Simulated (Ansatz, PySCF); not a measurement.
Molecule: SnBr₂, net charge 0, singlet state. 
Structure (B3LYP-D3(BJ)/def2-TZVP (Ansatz, a first-principles code) minimum search):
```xyz
3

Sn     0.0111    -0.0013     0.9566
Br     0.9780     1.6801    -0.6925
Br    -0.9940    -1.6782    -0.6740
```

Property: vertical ionisation energy (to the doublet state of charge +1; each state is the SCF solution reached for its spin), in eV. Valence correlation only, unless marked. UHF or UKS for open shells. No spin-orbit coupling. The frozen core is the preceding noble-gas configuration, with the filled d and f shells of earlier blocks. In def2 rows, elements after Kr have scalar-relativistic effective core potentials. CBS(X,Y): correlation extrapolated as X^-3; Hartree-Fock from the larger set. [CCSD(T)-MP2]/basis is that difference in the basis named.

```
level                                                          program  vertical ionisation energy (eV)  minus last row
-------------------------------------------------------------  -------  -------------------------------  --------------
HF/def2-QZVPPD                                                  Ansatz                             9.09           -0.68
SVWN5/def2-TZVPD                                                Ansatz                             9.72           -0.05
B3LYP/def2-TZVPD                                                Ansatz                             9.69           -0.08
PBE0/def2-TZVPD                                                 Ansatz                             9.68           -0.09
BHLYP/def2-TZVPD                                                Ansatz                             9.75           -0.02
M06-2X/def2-TZVPD                                                PySCF                             9.64           -0.13
CAM-B3LYP/def2-TZVPD                                            Ansatz                             9.85            0.08
wB97M-V/def2-TZVPD                                              Ansatz                             9.82            0.05
wB97X-V/def2-TZVPD                                              Ansatz                             9.86            0.09
RI-MP2/CBS(def2-TZVPPD,def2-QZVPPD)                             Ansatz                             9.87            0.10
CCSD/def2-SVPD                                                  Ansatz                             9.60           -0.17
CCSD(T)/def2-SVPD                                               Ansatz                             9.56           -0.21
CCSD(T)/def2-TZVPPD                                             Ansatz                             9.63           -0.14
RI-MP2/CBS(def2-TZVPPD,def2-QZVPPD)+[CCSD(T)-MP2]/def2-SVPD     Ansatz                             9.76           -0.01
RI-MP2/CBS(def2-TZVPPD,def2-QZVPPD)+[CCSD(T)-MP2]/def2-TZVPPD   Ansatz                             9.77            0.00
```

For comparison, minus the highest occupied orbital energy (PySCF): 6.77 eV at M06-L/def2-TZVPD, 7.24 eV at TPSSh/def2-TZVPD, 6.88 eV at BP86/def2-TZVPD.
